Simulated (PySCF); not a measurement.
PySCF 2.14 output of an unrestricted wB97M-V calculation on a single atom or ion in def2-TZVPPD, with the non-relativistic Hamiltonian (point nucleus):

```
SCF conv_tol = 1e-09
number electrons alpha = 14  beta = 12
    N. Mardirossian and M. Head-Gordon.,  J. Chem. Phys. 144, 214110 (2016)
cycle= 1 E= -1382.3734574253  delta_E= -0.0083  |g|= 0.124  |ddm|= 0.115
cycle= 2 E= -1382.36982152679  delta_E= 0.00364  |g|= 0.196  |ddm|= 0.0809
cycle= 3 E= -1382.37595247617  delta_E= -0.00613  |g|= 0.00155  |ddm|= 0.0502
cycle= 4 E= -1382.37595465023  delta_E= -2.17e-06  |g|= 0.000569  |ddm|= 0.00164
cycle= 5 E= -1382.37595489673  delta_E= -2.47e-07  |g|= 0.000151  |ddm|= 0.000578
cycle= 6 E= -1382.37595490486  delta_E= -8.13e-09  |g|= 5.93e-06  |ddm|= 0.000101
cycle= 7 E= -1382.3759549049  delta_E= -3.41e-11  |g|= 6.63e-07  |ddm|= 9.84e-06
converged SCF energy = -1382.3759549049  <S^2> = 2.0032056  2S+1 = 3.0021363
```

The run itself started from symmetry-adapted Hartree-Fock orbitals and held the occupation by maximum overlap, on a logarithmic radial grid, so the iterations belong to that start.

**Question.** Which element, charge and spin multiplicity is this?

**Answer.** Co⁺ (cobalt, charge +1), multiplicity 3; the state was [Ar] 3d8, high-spin 3F determinant.
